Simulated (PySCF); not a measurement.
Parent: `[CH3:1][B:2]([CH3:3])[c:4]1[cH:5][c:6]1=[O:7]` with C1–B2–C4–C5 88°, C5H7BO.

Method used: PBE0-D3(BJ)/def2-SVP geometry optimisation, gas phase (PySCF). One conformer each, not checked by frequencies here.

```csv
coordinate of the parent,value
C1–B2,1.570 Å
B2–C3,1.570 Å
B2–C4,1.532 Å
C4–C5,1.357 Å
C5–C6,1.394 Å
C6=O7,1.199 Å
C4–C6,1.475 Å
C1–B2–C3,122.1°
C1–B2–C4,119.0°
C3–B2–C4,118.8°
B2–C4–C5,156.4°
B2–C4–C6,144.8°
C5–C4–C6,58.8°
C4–C5–C6,64.8°
C5–C6–O7,155.9°
C4–C6–C5,56.4°
C4–C6–O7,147.7°
```

Problem. How does the shared frame change in `[CH3:1][B:2]([CH3:3])[c:4]1[c:5]([Br:6])[c:7]1=[O:8]` with C1–B2–C4–C5 89°, C5H6BBrO? Atoms pair as C1 = C1, B2 = B2, C3 = C3, C4 = C4, C5 = C5, C6 = C7, O7 = O8 (parent first).

Solution. 
```json
{"parent": "C1–B2", "relative": "C1–B2", "value in the relative": "1.566 Å", "change": "-0.004"}
{"parent": "B2–C3", "relative": "B2–C3", "value in the relative": "1.567 Å", "change": "-0.003"}
{"parent": "B2–C4", "relative": "B2–C4", "value in the relative": "1.542 Å", "change": "+0.010"}
{"parent": "C4–C5", "relative": "C4–C5", "value in the relative": "1.349 Å", "change": "-0.008"}
{"parent": "C5–C6", "relative": "C5–C7", "value in the relative": "1.401 Å", "change": "+0.007"}
{"parent": "C6=O7", "relative": "C7=O8", "value in the relative": "1.194 Å", "change": "-0.005"}
{"parent": "C4–C6", "relative": "C4–C7", "value in the relative": "1.479 Å", "change": "+0.004"}
{"parent": "C1–B2–C3", "relative": "C1–B2–C3", "value in the relative": "122.6°", "change": "+0.5"}
{"parent": "C1–B2–C4", "relative": "C1–B2–C4", "value in the relative": "119.0°", "change": "0.0"}
{"parent": "C3–B2–C4", "relative": "C3–B2–C4", "value in the relative": "118.4°", "change": "-0.4"}
{"parent": "B2–C4–C5", "relative": "B2–C4–C5", "value in the relative": "155.7°", "change": "-0.7"}
{"parent": "B2–C4–C6", "relative": "B2–C4–C7", "value in the relative": "145.1°", "change": "+0.3"}
{"parent": "C5–C4–C6", "relative": "C5–C4–C7", "value in the relative": "59.2°", "change": "+0.4"}
{"parent": "C4–C5–C6", "relative": "C4–C5–C7", "value in the relative": "65.0°", "change": "+0.2"}
{"parent": "C5–C6–O7", "relative": "C5–C7–O8", "value in the relative": "156.5°", "change": "+0.6"}
{"parent": "C4–C6–C5", "relative": "C4–C7–C5", "value in the relative": "55.8°", "change": "-0.6"}
{"parent": "C4–C6–O7", "relative": "C4–C7–O8", "value in the relative": "147.7°", "change": "0.0"}
```

Of the parent's bonds, B2–C4 changes most (+0.010 Å). Bonds of the relative outside the shared frame: C5–Br6 1.855 Å.

Problem. How does the shared frame change in `[CH3:1][B:2]([CH3:3])[c:4]1[c:5]([F:6])[c:7]1=[O:8]` with C1–B2–C4–C5 86°, C5H6BFO? Atoms pair as C1 = C1, B2 = B2, C3 = C3, C4 = C4, C5 = C5, C6 = C7, O7 = O8 (parent first).

Solution. 
| parent | relative | value in the relative | change |
| --- | --- | --- | --- |
| C1–B2 | C1–B2 | 1.566 Å | -0.004 |
| B2–C3 | B2–C3 | 1.566 Å | -0.004 |
| B2–C4 | B2–C4 | 1.546 Å | +0.014 |
| C4–C5 | C4–C5 | 1.339 Å | -0.018 |
| C5–C6 | C5–C7 | 1.394 Å | 0.000 |
| C6=O7 | C7=O8 | 1.195 Å | -0.004 |
| C4–C6 | C4–C7 | 1.495 Å | +0.020 |
| C1–B2–C3 | C1–B2–C3 | 122.7° | +0.6 |
| C1–B2–C4 | C1–B2–C4 | 118.8° | -0.2 |
| C3–B2–C4 | C3–B2–C4 | 118.5° | -0.3 |
| B2–C4–C5 | B2–C4–C5 | 156.9° | +0.5 |
| B2–C4–C6 | B2–C4–C7 | 144.4° | -0.4 |
| C5–C4–C6 | C5–C4–C7 | 58.6° | -0.2 |
| C4–C5–C6 | C4–C5–C7 | 66.3° | +1.5 |
| C5–C6–O7 | C5–C7–O8 | 157.9° | +2.0 |
| C4–C6–C5 | C4–C7–C5 | 55.1° | -1.3 |
| C4–C6–O7 | C4–C7–O8 | 147.1° | -0.6 |

Of the parent's bonds, C4–C6 changes most (+0.020 Å). Bonds of the relative outside the shared frame: C5–F6 1.307 Å.
